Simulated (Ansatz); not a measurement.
Input for Ansatz (an electronic-structure program): R-B3LYP/def2-TZVPP on CH4OSi (SMILES C[Si]O), a point of a torsion scan.

Ansatz 0.2 input:
```yaml
crystal:
  periodic: [false, false, false]
  atoms:
    - {symbol: C, position_ang: [0.86320310, -0.06712171, 0.02748961]}
    - {symbol: Si, position_ang: [-0.55343321, 1.22233107, -0.15707984]}
    - {symbol: O, position_ang: [-1.89697109, 0.33620344, 0.08276090]}
    - {symbol: H, position_ang: [0.62053493, -1.02814442, -0.43360275]}
    - {symbol: H, position_ang: [1.78937901, 0.28508420, -0.42187955]}
    - {symbol: H, position_ang: [1.07640689, -0.25710439, 1.08127253]}
    - {symbol: H, position_ang: [-1.94200664, -0.60456028, 0.26961275]}
basis:
  gaussian:
    orbitals: def2-TZVPP
hamiltonian:
  xc: {name: B3LYP}
scf: {lower_state_search: off}
```

The head of its log:

```
WARN ansatz: RAYON_NUM_THREADS=1 ignored (pool sized by the plan → 1); use --threads N
Functional definition: B3LYP
these checks for a lower state are left out or cut short: stability, starts, cluster_reference, orbital_swaps, neighbouring_geometries, increment
integrals: 0.06 GiB planned
858 factors; their error is unknown
mean field: 0.58 GiB planned
mean field evaluation 1: about -11017.7076 eV, gradient 7.8e1 eV
mean field evaluation 2: about -10996.1966 eV, gradient 1.2e2 eV
```

Q: What total energy does the run end on?

A: -405.3206 hartree.
